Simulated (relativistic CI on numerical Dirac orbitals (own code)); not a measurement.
# Crystal-field levels of Tc4+, 4d3

Calculated by Dirac-Coulomb-Breit CI, separate exchange-only KLI orbitals for each configuration, model QED, one configuration in a parametric crystal field, unscaled Slater integrals (own radial code). With so little scaling, terms lie 10 to 35 % too far apart, which can change the order of excited levels.

Field parameters in Wybourne normalisation: Td as Oh with Dq negative (B⁴₀ = 21Dq, B⁴₄ = √(5/14) B⁴₀). The field is a parameter set, without covalency.

S is read from ⟨S²⟩ = S(S + 1).

Levels (cm⁻¹, degeneracy): 0 (4), 388 (2), 1498 (4), 2302 (2), 7685 (4), 10517 (4), 10540 (2), 11260 (2), 11469 (4), 16508 (2), 16873 (4), 17031 (2).

Question: Which field gives this pattern?
A. Td, 10Dq = -10000 cm⁻¹
B. Td, 10Dq = -11200 cm⁻¹
C. Td, 10Dq = -10150 cm⁻¹

Answer: B. Td, 10Dq = -11200 cm⁻¹, ground level with S = 1.48.
